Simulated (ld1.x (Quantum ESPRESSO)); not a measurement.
# As (Z = 33): PAW pseudisation with PBEsol, scalar-relativistic reference atom.

As (Z = 33), PAW, made with ld1.x (Quantum ESPRESSO) 7.5 (PBEsol, scalar-relativistic). Core [Ar] 3d10, reference 4s2 4p2 (charge +1). Waves: 4s (bound): rcut 1.45, rcutus 1.75 bohr; 4s channel at 0.8 Ry: rcut 1.45, rcutus 1.75 bohr; 4p (bound): rcut 1.40, rcutus 1.65 bohr; 4p channel at -0.65 Ry: rcut 1.40, rcutus 1.65 bohr; 4d channel at 0.25 Ry: rcut 1.20, rcutus 1.40 bohr; 4d channel at 0.95 Ry: rcut 1.20, rcutus 1.40 bohr. Local part: all-electron potential smoothed inside 1.20 bohr (lloc = -1). Core correction: Bessel-smoothed model core inside 0.95 bohr. Augmentation charge: PSQ, inside the norm-conserving radii.

All-electron outer shells of the reference configuration (PBEsol, scalar-relativistic, ld1.x):

| shell | level (eV) | outermost node (bohr) | outermost maximum (bohr) |
| --- | --- | --- | --- |
| 4s | -23.38 | 0.73 | 1.59 |
| 4p | -13.36 | 0.78 | 1.90 |

(1) Estimate the cutoffs (Ry, on a coarse ladder) from which the occupation-weighted sum of valence levels, in a spherical-Bessel basis at the reference potential, stays within 10 and 1 mRy of its value at 400 Ry.

(2) What does a ghost test show?

(3) Is the overlap operator S = 1 + Σ q|β⟩⟨β| positive definite (Bessel basis up to 400 Ry)?

(4) Tests: 4s2 4p3; 4s2 4p1; 4s2 4p0; 4s2 4p3.3; 4s1 4p0; 4s0 4p5; 4s2 4p2.5. Which has the largest error in its energy relative to the reference configuration, and how large is it?

Results:

(1) 10 Ry and 18 Ry.

(2) Ghost state, extra bound levels that the all-electron valence spectrum of the same l lacks: d at -49.9 eV. A true bound ghost makes a file unfit for plane-wave use.

(3) Yes: its lowest eigenvalue is 0.34 (s channel).

(4) 4s1 4p0, with -441 meV (all-electron minus pseudo) on +96.29 eV.
